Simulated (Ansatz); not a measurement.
The cluster Al7 was relaxed with r2SCAN-D4 (def2-SVP) in Ansatz in these states: neutral doublet, neutral quartet. The geometries follow in no particular order.

A:

```xyz
7

Al    0.135   -1.740   -1.198
Al    0.277    0.807   -1.539
Al   -0.820   -1.450    1.306
Al    1.520   -0.604    0.650
Al   -0.740    1.117    1.140
Al    1.608    2.004    0.379
Al   -1.980   -0.133   -0.737
```

B:

```csv
atom,x (Å),y (Å),z (Å)
Al1,-0.949,-1.258,-0.444
Al2,0.044,0.564,-1.944
Al3,-1.140,-0.036,1.974
Al4,1.050,-1.288,1.154
Al5,0.707,1.234,0.508
Al6,2.148,-0.507,-1.002
Al7,-1.860,1.291,-0.246
```

Task: Judge from the bond lengths which geometry belongs to which state (an estimate).

Result: A is the neutral doublet (Al2–Al4 2.885 Å, Al4–Al5 2.882 Å, Al2–Al5 2.882 Å); B is the neutral quartet (Al2–Al4 3.746 Å, Al4–Al5 2.626 Å, Al2–Al5 2.627 Å).
